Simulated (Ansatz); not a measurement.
`CC[C@@]12[C@H]3[C@H]4[C@H]5[C@@H]1[Hf]4532([NH2])([NH2])[F]`. The species carries charge 0 and has multiplicity 1. Hf: def2 effective core potential. Geometry: relaxed with PBE0-D4/def2-TZVP. It is one conformer, not always the lowest.

```xyz
24

C    -1.268    0.516   -2.375
C    -2.076    0.355   -1.095
C    -1.263    0.379    0.164
C    -1.354   -0.546    1.229
C    -0.462   -0.155    2.246
C     0.189    1.024    1.822
C    -0.302    1.353    0.540
Hf    0.996   -0.756    0.223
N     2.297   -1.391    1.661
N     2.286    0.084   -1.123
F     0.312   -2.256   -0.796
H    -0.598   -0.336   -2.524
H    -0.665    1.427   -2.358
H    -1.926    0.570   -3.245
H    -2.825    1.153   -1.037
H    -2.633   -0.585   -1.131
H    -1.980   -1.427    1.234
H    -0.294   -0.676    3.177
H     0.943    1.568    2.372
H     0.004    2.202   -0.053
H     3.108   -1.939    1.406
H     2.253   -1.326    2.665
H     2.134    0.164   -2.119
H     3.122    0.596   -0.882
```

(1) What is the dipole moment at r2SCAN/def2-TZVPP? (Estimate.)

(2) And with PBE, B3LYP, ωB97M-V? (An estimate is asked.)

(3) Give the Mulliken charges with r2SCAN, PBE, ωB97M-V in def2-TZVPP. (Estimate.)

Answers

(1) The calculation gave: 1.95 D, with components (0.35, 1.81, 0.61) D in this frame, pointing from negative to positive charge.

(2) Ansatz gave: PBE 1.89 D, B3LYP 2.02 D, ωB97M-V 2.03 D.

(3) The calculation gave: 
```tsv
atom	r2SCAN	PBE	ωB97M-V
C1	-0.15	-0.26	-0.35
C2	-0.05	-0.10	-0.15
C3	0.04	0.00	-0.07
C4	-0.19	-0.16	-0.17
C5	-0.14	-0.16	-0.19
C6	-0.14	-0.13	-0.16
C7	-0.13	-0.12	-0.12
Hf8	0.92	0.65	0.85
N9	-0.51	-0.42	-0.40
N10	-0.52	-0.41	-0.40
F11	-0.37	-0.32	-0.35
H12	0.05	0.09	0.11
H13	0.05	0.08	0.11
H14	0.05	0.08	0.12
H15	0.04	0.07	0.11
H16	0.03	0.07	0.09
H17	0.11	0.13	0.14
H18	0.11	0.12	0.13
H19	0.12	0.13	0.14
H20	0.10	0.11	0.12
H21	0.15	0.14	0.11
H22	0.14	0.13	0.10
H23	0.15	0.13	0.11
H24	0.15	0.14	0.11
```

B3LYP here is the variant with VWN-RPA as its local correlation; programs differ in this.
